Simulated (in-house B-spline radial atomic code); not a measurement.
Response of V VI (V5+) as one setting changes: the share of exact exchange in a PBE hybrid. A dash marks a strongly mixed or unbound state. Computed with an all-electron radial atomic-structure program (B-spline basis): linear response of the closed shell [Ne] 3s2 3p6 with the functional's adiabatic kernel; scalar-relativistic (spin-free one-electron X2C), finite nucleus, no spin-orbit coupling, no double excitations, S, P, D and F terms only. Only terms of natural parity with L up to 3 were computed.

```tsv
share of exact exchange in a PBE hybrid	lowest 1P (eV)	lowest 3P, Tamm-Dancoff (eV)	minus highest occupied level (eV)	α (bohr³)
0	3p → 3d 55.09	3p → 3d 38.71	117.41	1.081
0.1	3p → 3d 55.09	3p → 3d 38.68	118.65	1.08
0.2	3p → 3d 55.09	3p → 3d 38.65	119.90	1.079
0.3	3p → 3d 55.08	3p → 3d 38.62	121.14	1.078
0.4	?	?	?	?
0.5	3p → 3d 55.07	3p → 3d 38.56	123.63	1.076
0.6	3p → 3d 55.07	3p → 3d 38.54	124.87	1.075
0.7	3p → 3d 55.06	3p → 3d 38.51	126.12	1.074
0.8	?	?	?	?
0.9	3p → 3d 55.05	3p → 3d 38.45	128.61	1.073
1	3p → 3d 55.05	3p → 3d 38.42	129.85	1.072
```

Problem. What belongs in the row for 0.8?

Solution. lowest 1P (eV): 3p → 3d 55.06; lowest 3P, Tamm-Dancoff (eV): 3p → 3d 38.48; minus highest occupied level (eV): 127.36; α (bohr³): 1.074.

Problem. What belongs in the row for 0.4?

Solution. lowest 1P (eV): 3p → 3d 55.08; lowest 3P, Tamm-Dancoff (eV): 3p → 3d 38.59; minus highest occupied level (eV): 122.39; α (bohr³): 1.077.
